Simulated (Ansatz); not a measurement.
Input for Ansatz (a quantum-chemistry and plane-wave program): U-B3LYP/def2-TZVPPD on CaO, a point of a bond scan (R = 1.641 Å). Files ending in .json are basis or fitting sets from the Basis Set Exchange.

Ansatz 0.2 input:
```yaml
crystal:
  periodic: [false, false, false]
  atoms:
    - {symbol: Ca, position_ang: [-0.00000000, -0.00000000, -0.52107729]}
    - {symbol: O, position_ang: [0.00000000, 0.00000000, 1.12031618]}
basis:
  gaussian:
    orbitals: def2-TZVPPD.json
hamiltonian:
  xc: {name: B3LYP}
magnetization: {spin_polarized: true, initial_magnetization: 0}
```

The head of its log:

```
WARN ansatz: RAYON_NUM_THREADS=1 ignored (pool sized by the plan → 1); use --threads N
Functional definition: B3LYP
integrals: 0.02 GiB planned
569 factors; their error is unknown
mean field: 0.24 GiB planned
mean field evaluation 1: about -20469.0980 eV, gradient 6.6e1 eV
mean field evaluation 2: about -20238.8198 eV, gradient 1.3e2 eV
```

Q: What total energy does the run end on?

A: -752.8101 hartree.
